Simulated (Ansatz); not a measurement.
Basis sets compared for BiMe3 (C3H9Bi). Charge 0, multiplicity 1. Geometry PBE0-D4/def2-SVP. Ansatz on 2 threads of Arm Neoverse V1 on a shared host; times are rough, and most runs start from earlier orbitals.

```xyz
13

Bi   -1.0240    0.6680    0.4044
C    -1.1667   -1.0418   -1.0876
C     0.3277   -0.5086    1.8034
C     0.7375    1.6154   -0.6762
H    -1.8560   -1.8081   -0.7061
H    -0.1702   -1.4813   -1.2341
H    -1.5463   -0.6600   -2.0460
H     1.1294   -0.9840    1.2212
H    -0.2601   -1.2796    2.3212
H     0.7656    0.1719    2.5473
H     1.2282    2.3389   -0.0099
H     0.3813    2.1368   -1.5758
H     1.4536    0.8324   -0.9621
```

In the def2 sets Bi takes a core potential; there is no spin–orbit coupling.

Binding counts from free atoms (Bi quartet, C triplet, H doublet) in the same basis, without a counterpoise term.

| level | functions | energy (Eh) | HOMO (eV) | LUMO (eV) | binding per atom (eV) | wall time |
| --- | --- | --- | --- | --- | --- | --- |
| PBE-D4/def2-SVP | 113 | -334.1130 | -5.54 | -0.27 | 3.64 | 1.8 s |
| PBE0-D4/def2-SVP | 113 | -334.1143 | -6.54 | 0.48 | 3.59 | 2 s |

**Question.** Estimate the rows for PBE-D4/def2-TZVP (with forces), PBE0-D4/def2-TZVP.

**Answer.** 
| level | functions | energy (Eh) | HOMO (eV) | LUMO (eV) | binding per atom (eV) | wall time |
| --- | --- | --- | --- | --- | --- | --- |
| PBE-D4/def2-TZVP (with forces) | 197 | -334.2636 | -5.64 | -0.60 | 3.65 | 3.9 s |
| PBE0-D4/def2-TZVP | 197 | -334.2584 | -6.60 | 0.11 | 3.59 | 4.2 s |
